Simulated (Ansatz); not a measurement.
Ideal-gas functions of CH3FO2SW (`C[O][W](=[O])([F])=[S]`) at 800 K and 1 bar, from an Ansatz frequency run at PBE0-D4/def2-TZVP.

Molar mass 281.94 g/mol, point group C1 (symmetry number 1), electronic degeneracy 1, moments of inertia 233.533, 292.545, 378.323 u Å². Harmonic wavenumbers (cm⁻¹, unscaled): 47, 89, 99, 187, 209, 261, 271, 281, 563, 597, 693, 1036, 1157, 1175, 1181, 1471, 1482, 1488, 3047, 3135, 3141.

Use S(trans) = R[1.5 ln M + 2.5 ln T − 1.1517]; rotational temperatures θ = 24.2544 K / I; S(rot) = R[ln(√π/σ · √(T³/θAθBθC)) + 1.5]; for each mode x = 1.438777 ν̃/T, S = R[x/(eˣ − 1) − ln(1 − e⁻ˣ)] and H = RT x/(eˣ − 1); 1 cm⁻¹ = 0.0119627 kJ/mol; R = 8.31446 J/(mol·K).

Q: By hand: the entropy, in J/(mol·K).

A: Translation 199.7. Rotation: θ = 0.1039, 0.0829, 0.0641 K, giving 131.8. Vibration, mode by mode: 28.86, 23.56, 22.67, 17.41, 16.50, 14.68, 14.37, 14.08, 8.56, 8.11, 7.00, 4.25, 3.58, 3.49, 3.46, 2.29, 2.26, 2.24, 0.23, 0.20, 0.20, in all 198.0. Electronic 0.0. Sum 529.5 J/(mol·K).

Q: By hand: H − E and G − E in kJ/mol, counted from the electronic energy.

A: Zero-point energy ½ × 21610 × 0.0119627 = 129.3; thermal vibration 68.5; translation, rotation and pV give 4 RT = 26.6. H − E = 224.4 kJ/mol, and G − E = 224.4 − 800 × 529.5/1000 = -199.2 kJ/mol.

Vibration gives 37 % of the entropy, 75.1 J/(mol·K) of it from the modes under 150 cm⁻¹: soft modes count most, and the harmonic formula is weakest for them. The sum counts one conformer and one mirror image; others add a mixing term.
